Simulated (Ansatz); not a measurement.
Relaxation of Cl$_{3}$In (4 atoms, charge 0, multiplicity 1), to a largest force component of 0.02 eV/Å in at most 40 steps.

Level of theory: RKS PBE-D4/def2-SVP (Ansatz 0.2.0).

```xyz
4
Properties=species:S:1:pos:R:3:forces:R:3
In 0.000 0.000 0.000 0.00 0.00 0.00
Cl 0.000 0.000 2.440 0.00 0.00 -1.09
Cl 2.113 0.000 -1.220 -0.95 0.00 0.55
Cl -2.113 0.000 -1.220 0.95 0.00 0.55
```

Task: Where does it end, and by what steps?

Result: The run converged. The force dipped under the threshold on the way, but the program's further checks kept it going. After 4 steps the energy has fallen by 0.174 eV; Cl3 moved furthest, 0.10 Å.

```csv
step,energy less start (eV),largest force component (eV/Å),accepted
0,0.0000,1.094,yes
1,-0.1346,0.640,yes
2,-0.1737,0.013,yes
3,-0.1725,0.103,no
4,-0.1737,0.013,yes
```

```xyz
4
Properties=species:S:1:pos:R:3
In 0.000 0.000 0.000
Cl 0.000 0.000 2.341
Cl 2.027 0.000 -1.170
Cl -2.027 0.000 -1.170
```

Whether the end is a true minimum wasn't checked by a vibrational analysis.

Run time: 11 s on 1 thread of Arm Neoverse V1, with other jobs on the host, peak memory 0.1 GiB.
